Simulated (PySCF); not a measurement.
Two-component Hartree-Fock for Fe¹⁷⁺ (iron, charge +17)

Start: [He] 2s2 2p5; 2p1/2 filled at m_j = +1/2; 2p3/2 filled at m_j = -3/2, -1/2, +1/2, +3/2. Calculated with PySCF 2.14 in an uncontracted even-tempered set (18 s from 3.8 bohr⁻², ratio 2.4; 12 p from 4.9 bohr⁻², ratio 2.4; 5 d from 22 bohr⁻², ratio 2.6; 5 f from 33 bohr⁻², ratio 2.6): generalised Hartree-Fock with the X2C-1e Hamiltonian and a Gaussian nucleus; one run each with spin-orbit coupling (SO) screened by Boettger's factors, then bare. This is a chosen level, not necessarily the ground level.

```
spinor shell  electrons  ε, screened SO (eV)  ε, bare SO (eV)  weight of nominal j (bare SO)  rms radius, bare SO (bohr)
       1s1/2          2              -7854.4          -7854.4                          1.000                      0.0673
       2s1/2          2              -1483.5          -1483.5                          1.000                       0.279
       2p1/2          1              -1381.2          -1382.0                          1.000                       0.247
       2p3/2          4              -1361.9          -1361.5                          1.000                       0.250
```

```csv
quantity,screened SO,bare SO
E (hartree),-1101.44970,-1101.42535
M_J,1/2,1/2
⟨J²⟩,0.750,0.750
⟨L²⟩,2.001,2.001
⟨S²⟩,0.750,0.750
```

Each row is a mean over spinors that exchange with the open shell spreads, by up to 6.713 eV (2s1/2).
